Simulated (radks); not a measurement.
Q: These are the eigenvalues of the occupied orbitals of an atom or ion with whole-number occupations (hartree). All-electron calculation, scalar-relativistic Kohn-Sham, PBE, spin-polarised, spherical densities, finite nucleus; Fermi nuclear charge, rms radius of each element as measured or else 0.836 A^(1/3) + 0.57 fm. Program: a radial shooting solver on a logarithmic mesh with Libxc functionals.

| orbital | eigenvalue |
|---|---|
| 1s up | -3145.092 |
| 1s down | -3145.091 |
| 2s up | -560.0736 |
| 2s down | -560.0733 |
| 2p up | -481.9076 |
| 2p down | -481.9070 |
| 3s up | -133.7334 |
| 3s down | -133.7327 |
| 3p up | -111.2225 |
| 3p down | -111.2217 |
| 3d up | -87.84991 |
| 3d down | -87.84931 |
| 4s up | -29.89279 |
| 4s down | -29.89164 |
| 4p up | -22.51038 |
| 4p down | -22.50907 |
| 4d up | -13.84205 |
| 4d down | -13.84051 |
| 5s up | -4.87104 |
| 5s down | -4.86836 |
| 4f up | -4.25046 |
| 4f down | -4.24870 |
| 5p up | -2.85806 |
| 5p down | -2.85423 |
| 5d up | -0.63346 |
| 5d down | -0.61462 |
| 6s up | -0.41566 |
| 6p up | -0.13546 |

Which element is it, and in what charge state? The configuration may be excited. Open shells, if any, are filled with parallel spins first.

A: Z = 81, thallium, charge 0: Tl in [Xe] 4f14 5d10 6s1 6p2. The list shows which subshells hold electrons but not how many an open one holds; the 1s level, -3145.1 hartree, gives Z - s = 79.3 by -(Z - s)^2/2, which with screening and relativity narrows Z to a few neighbours, and the depths of the outer levels then fix element, charge and occupations together.
